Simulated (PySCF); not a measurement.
# Computed records: BGeH₃N

Calculation on a computer-drawn molecule: optimised geometry and harmonic frequencies of an isolated molecule of the commonest isotopes, restricted reference for singlets and unrestricted otherwise, frozen core in MP2; on germanium a core potential holds 10 electrons, which the energies leave out, and 3d is frozen in MP2 and coupled-cluster steps. Program: PySCF 2.14.0.

## BGeH₃N

Start structure:
```xyz
6
BGeH3N
B      1.5812     0.7542    -0.0790
N      1.3504    -0.2236     0.6902
Ge     1.0398    -1.5456     1.7322
H      1.7944     1.6576    -0.7897
H      2.1209    -2.5764     1.9287
H     -0.3026    -1.6264     2.4116
```

| Quantity | Value |
| --- | --- |
| charge | 1 |
| multiplicity | 1 |
| method | MP2 |
| basis | cc-pVDZ |
| basis and core potential on germanium | cc-pVDZ-PP ECP10MDF |
| rotational constants | 139.4, 4.004, 3.892 GHz |
| total energy | -374.3119 hartree |
| convergence status largest gradient component | 6.402e-06 hartree/bohr |

Drawn bonds:
```csv
atom,other atom,order
1,2,1
2,3,2
1,4,1
3,5,1
3,6,1
```

Optimised structure:
```xyz
6
BGeH3N
B      1.5853     0.7717    -0.0927
N      1.3508    -0.2234     0.6903
Ge     1.0347    -1.5673     1.7493
H      1.7999     1.6823    -0.8093
H      2.1345    -2.5932     1.9337
H     -0.3211    -1.6303     2.4228
```

Modes:
```csv
frequency (cm⁻¹),reduced mass (dalton)
119.4,3.738
137.3,4.369
628.6,1.156
665.4,9.353
682,1.082
736.6,1.288
756.2,1.318
875.9,1.024
1787,6.037
2280,1.013
2317,1.029
2926,1.165
```
